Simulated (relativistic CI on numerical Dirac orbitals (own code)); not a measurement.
## Fe5+: resonant inelastic scattering at the M2,3 edge

Computed with this model: Dirac-Coulomb-Breit CI, KLI orbitals optimised for each configuration, a model potential for QED, valence Slater integrals scaled by 0.8, Kramers-Heisenberg scattering through one core-hole configuration in a parametric crystal field; configurations [Ar] 3d3 → [Ne] 3s2 3p5 3d4; 300 K; core-hole width 0.48 eV; summed over polarisations. Incident energies are the highest absorption maxima for each field (at most a few, so the weaker spin-orbit partner edge can be absent), on the computed scale of the free ion. Intensities are in per cent of the strongest line above 0.02 eV; levels within 1 cm⁻¹ are merged; final levels count from the ground level, the first row holds all elastic scattering, lines under 0.4 are left out and each table stops after 24 rows. The scale of the Slater integrals is a model choice and moves the terms in proportion.

Field parameters in Wybourne normalisation: D3d B²₀ = −7Dσ, B⁴₀ = −14Dq − 21Dτ, B⁴₃ = −14√(10/7) Dq. The field is a parameter set, without covalency.

S is read from ⟨S²⟩ = S(S + 1).

D3d, 10Dq = 35950, Dσ = -1200, Dτ = 10 cm⁻¹:

| Final level (eV) | Degeneracy | Irrep | S | 64.8 eV | 71.3 eV | 78.2 eV |
| --- | --- | --- | --- | --- | --- | --- |
| 0.000 | 2 | Γ4 | 1.50 | 620.0 | 214.4 | 79.7 |
| 0.000 | 2 | Γ5+Γ6 | 1.50 | 7.8 | 6.1 | 1.6 |
| 2.705 | 2 | Γ4 | 0.50 | 0.9 | 0.8 | 0.3 |
| 2.724 | 2 | Γ5+Γ6 | 0.50 | 0.7 | 0.9 | 0.2 |
| 2.847 | 2 | Γ4 | 0.50 | 1.0 | 1.4 | 0.1 |
| 2.852 | 2 | Γ5+Γ6 | 0.50 | 0.9 | 1.9 | 0.2 |
| 2.941 | 2 | Γ4 | 0.50 | 1.0 | 2.0 | 0.2 |
| 4.192 | 2 | Γ4 | 0.56 | 2.4 | 4.1 | 2.8 |
| 4.357 | 2 | Γ5+Γ6 | 1.11 | 24.5 | 36.2 | 32.0 |
| 4.364 | 2 | Γ4 | 1.45 | 40.3 | 39.2 | 42.4 |
| 4.373 | 2 | Γ4 | 1.45 | 43.8 | 40.1 | 49.1 |
| 4.394 | 2 | Γ4 | 1.49 | 45.3 | 76.8 | 55.7 |
| 4.411 | 2 | Γ5+Γ6 | 1.08 | 23.9 | 29.1 | 31.1 |
| 4.453 | 2 | Γ4 | 0.67 | 6.4 | 7.5 | 6.9 |
| 4.632 | 2 | Γ4 | 1.49 | 36.6 | 54.0 | 45.9 |
| 4.633 | 2 | Γ5+Γ6 | 1.48 | 37.4 | 52.4 | 49.3 |
| 6.021 | 2 | Γ4 | 1.50 | 10.0 | 26.2 | 100.0 |
| 6.025 | 2 | Γ4 | 1.50 | 7.2 | 31.1 | 98.8 |
| 6.027 | 2 | Γ5+Γ6 | 1.50 | 7.6 | 39.1 | 82.8 |
| 6.031 | 2 | Γ4 | 1.50 | 9.2 | 19.3 | 80.0 |
| 6.037 | 2 | Γ5+Γ6 | 1.50 | 8.9 | 22.9 | 73.6 |
| 6.040 | 2 | Γ4 | 1.50 | 8.8 | 30.3 | 86.2 |
| 6.712 | 2 | Γ4 | 0.51 | 0.2 | 1.5 | 1.1 |
| 7.044 | 2 | Γ4 | 0.50 | 0.9 | 1.0 | 0.9 |

D3d, 10Dq = 35950, Dσ = -860, Dτ = 10 cm⁻¹:

```csv
Final level (eV),Degeneracy,Irrep,S,64.8 eV,71.3 eV,78.2 eV
0.000,2,Γ4,1.50,604.6,209.6,73.8
0.000,2,Γ5+Γ6,1.50,7.4,6.3,1.4
2.732,2,Γ4,0.50,0.8,0.6,0.2
2.746,2,Γ5+Γ6,0.50,0.7,0.7,0.2
2.866,2,Γ4,0.50,1.0,1.5,0.1
2.867,2,Γ5+Γ6,0.50,0.8,1.8,0.2
2.929,2,Γ4,0.50,0.9,1.8,0.1
4.219,2,Γ4,0.57,2.6,4.4,2.7
4.331,2,Γ5+Γ6,0.69,7.1,12.3,7.5
4.369,2,Γ4,1.01,18.8,21.5,19.7
4.398,2,Γ4,1.45,40.6,33.0,35.7
4.419,2,Γ4,1.37,35.3,52.8,50.3
4.422,2,Γ5+Γ6,1.41,39.2,50.7,49.6
4.428,2,Γ4,1.32,34.6,49.8,33.5
4.583,2,Γ4,1.49,37.5,55.0,42.1
4.584,2,Γ5+Γ6,1.48,37.7,52.6,49.2
6.010,2,Γ4,1.50,9.3,21.5,100.0
6.014,2,Γ4,1.50,7.1,33.5,94.7
6.016,2,Γ5+Γ6,1.50,7.7,36.5,80.7
6.018,2,Γ4,1.50,8.8,19.5,69.9
6.023,2,Γ5+Γ6,1.50,8.3,22.5,61.8
6.024,2,Γ4,1.50,8.2,30.9,78.6
6.718,2,Γ4,0.51,0.1,1.5,1.1
7.096,2,Γ4,0.50,0.8,1.0,0.8
```

D3d, 10Dq = 35950, Dσ = -510, Dτ = 10 cm⁻¹:

| Final level (eV) | Degeneracy | Irrep | S | 64.8 eV | 71.3 eV | 78.2 eV |
| --- | --- | --- | --- | --- | --- | --- |
| 0.000 | 2 | Γ4 | 1.50 | 535.1 | 185.8 | 62.7 |
| 0.000 | 2 | Γ5+Γ6 | 1.50 | 6.3 | 5.7 | 1.1 |
| 2.751 | 2 | Γ4 | 0.50 | 0.7 | 0.5 | 0.2 |
| 2.759 | 2 | Γ5+Γ6 | 0.50 | 0.7 | 0.5 | 0.2 |
| 2.878 | 2 | Γ5+Γ6 | 0.50 | 0.7 | 1.6 | 0.2 |
| 2.881 | 2 | Γ4 | 0.50 | 0.8 | 1.4 | 0.1 |
| 2.918 | 2 | Γ4 | 0.50 | 0.8 | 1.4 | 0.1 |
| 4.245 | 2 | Γ4 | 0.57 | 2.6 | 4.6 | 2.5 |
| 4.301 | 2 | Γ5+Γ6 | 0.61 | 3.8 | 7.1 | 3.4 |
| 4.340 | 2 | Γ4 | 0.65 | 4.7 | 6.1 | 4.4 |
| 4.421 | 2 | Γ4 | 1.46 | 35.1 | 27.9 | 29.0 |
| 4.437 | 2 | Γ4 | 1.43 | 34.4 | 38.3 | 44.3 |
| 4.444 | 2 | Γ5+Γ6 | 1.46 | 36.3 | 47.3 | 43.6 |
| 4.451 | 2 | Γ4 | 1.49 | 37.7 | 63.0 | 38.6 |
| 4.536 | 4 | Γ4+Γ5+Γ6 | 1.49 | 69.2 | 100.0 | 78.6 |
| 6.003 | 2 | Γ4 | 1.49 | 7.5 | 15.6 | 96.9 |
| 6.006 | 2 | Γ4 | 1.50 | 6.5 | 32.4 | 78.2 |
| 6.008 | 2 | Γ5+Γ6 | 1.50 | 6.9 | 30.9 | 68.4 |
| 6.010 | 2 | Γ4 | 1.50 | 7.7 | 17.9 | 52.0 |
| 6.013 | 2 | Γ5+Γ6 | 1.50 | 7.3 | 20.2 | 50.8 |
| 6.013 | 2 | Γ4 | 1.50 | 7.1 | 28.7 | 67.0 |
| 6.722 | 2 | Γ4 | 0.51 | 0.1 | 1.3 | 0.9 |
| 7.145 | 2 | Γ4 | 0.50 | 0.6 | 0.9 | 0.7 |
| 7.161 | 2 | Γ5+Γ6 | 0.50 | 0.8 | 0.7 | 0.5 |

For the first field the strongest loss at the lowest incident energy is the level at 4.39 eV (S = 1.49, against 1.50 in the thermal ground state).
